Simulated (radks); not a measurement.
Values are calculated unless marked as measured or tabulated.
Coulomb parameter of the 3d shell of the nickel ion Ni2+ in the model configuration [Ar] 3d7 4s1, as a second difference U = [E(n + 0.25) + E(n - 0.25) - 2 E(n)] / (0.25)^2 with all orbitals relaxed. "Bare": the charge of the atom changes with n. "Screened": the 4s shell takes up the change at fixed total charge, which measures U(3d,3d) + U(4s,4s) - 2 U(3d,4s). Level of theory: scalar-relativistic Kohn-Sham, BLYP, spin-unpolarised, spherical densities, finite nucleus; Fermi nuclear charge, rms radius 3.7757 fm (a radial shooting solver on a logarithmic mesh with Libxc functionals).

| case | configuration | E - E(n) (eV) |
|---|---|---|
| start | [Ar] 3d7 4s1 | 0.000 |
| bare +0.25 | [Ar] 3d7.25 4s1 | -8.156 |
| bare -0.25 | [Ar] 3d6.75 4s1 | 9.319 |
| screened +0.25 | [Ar] 3d7.25 4s0.75 | -2.567 |
| screened -0.25 | [Ar] 3d6.75 4s1.25 | 2.870 |

U(bare) = 18.605 eV, U(screened by 4s) = 4.852 eV, against the Slater integral F0(3d,3d) = 27.654 eV with frozen orbitals.
